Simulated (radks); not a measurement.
Values are calculated unless marked as measured or tabulated.
All-electron atom: Ti+ in [Ar] 3d2 4s1 (the NIST ground configuration).

Code: a radial shooting solver on a logarithmic mesh with Libxc functionals. Model: Dirac Kohn-Sham, LDA (Slater exchange, Perdew-Wang correlation), spin-unpolarised, spherical densities, point nucleus; open shells are shared between the two j in proportion to 2j + 1; speed of light set to 171.295 atomic units (1.25 times the physical value, a model run).

Energy parts (hartree):
| part | energy |
|---|---|
| total | -849.83734 |
| kinetic | 854.36218 |
| electron-nucleus | -2014.86683 |
| Hartree | 350.46569 |
| exchange-correlation | -39.79838 |

Orbitals (lengths in bohr, moments of r in powers of bohr; <r^-3> diverges for s and p1/2):
orbital  occ.  eigenvalue (hartree)  <r^-3>      <r>
1s1/2       2             -178.2837       -  0.06994
2s1/2       2             -19.86421       -   0.3268
2p1/2       2             -16.66127       -   0.2895
2p3/2       4             -16.52653   258.8   0.2912
3s1/2       2              -2.54742       -    1.012
3p1/2       2              -1.70516       -    1.084
3p3/2       4              -1.68960   30.06    1.090
3d3/2     0.8              -0.43042   2.059    1.512
3d5/2     1.2              -0.42926   2.043    1.515
4s1/2       1              -0.38821       -    3.166

The highest occupied level is 4s1/2 at -10.564 eV. The density falls to 0.001 e/bohr^3 at r = 4.18 bohr.
